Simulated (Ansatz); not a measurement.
`C[S][Mg][Cl]` + HBr → `[Cl][Mg][Br]` + CH₃SH at 700 K and 1 bar (ligand exchange at a Mg–S bond).

Computed with Ansatz on PBE0-D4/def2-TZVP structures; ΔE is electronic, products minus reactants. CBS: MP2 limit from def2 TZ/QZ plus the TZ coupled-cluster correction, frozen cores. This one scheme is used for every species. For Br, Mg outer-core shells are correlated without core-valence functions, which leaves a few kJ/mol of doubt a bond. Scalar relativity is left out up to krypton. One conformer a species, not always the lowest.

```csv
species,CCSD(T)/CBS energy (Eh),H − E (kJ/mol),S (J/(mol·K))
`C[S][Mg][Cl]`,-1097.42002,166.1,435.3
HBr,-2573.91920,36.5,223.7
`[Cl][Mg][Br]`,-3233.14611,44.5,340.2
CH₃SH,-438.22835,160.2,309.0
```

H − E and S are ideal-gas, rigid-rotor, harmonic terms from PBE0-D4/def2-TZVP, for one conformer and one mirror image of each species. 1 Eh = 2625.50 kJ/mol, R = 8.31446 J/(mol·K).

Q: By hand: ΔE, ΔH, ΔS and ΔG.

A: ΔE = (-3233.14611) + (-438.22835) − (-1097.42002) − (-2573.91920) = -0.03524 Eh = -92.5 kJ/mol. Δ(H − E) = 44.5 + 160.2 − 166.1 − 36.5 = 2.1, so ΔH = -90.4 kJ/mol. ΔS = 340.2 + 309.0 − 435.3 − 223.7 = -9.8 J/(mol·K). ΔG = -90.4 − 700 × (-9.8)/1000 = -83.5 kJ/mol.

Q: By hand: the equilibrium constant, and the temperature at which ΔG would vanish if ΔH and ΔS stayed fixed.

A: log₁₀ K = −ΔG/(RT ln 10) = 6.2. ΔG = 0 at ΔH/ΔS = 9224 K, far beyond where these terms or the molecules hold.

The number of gas molecules stays the same, so ΔS is small and ΔH decides. A doubt of 5 kJ/mol in ΔE shifts log₁₀ K by 0.4 here. Other conformers and mirror images would add mixing entropy, several J/(mol·K) or more a flexible species. These are equilibria of isolated gas molecules and say nothing of rates. Largest T1 diagnostic: 0.009 (customary marks: 0.02 for closed shells, 0.045 for open ones).
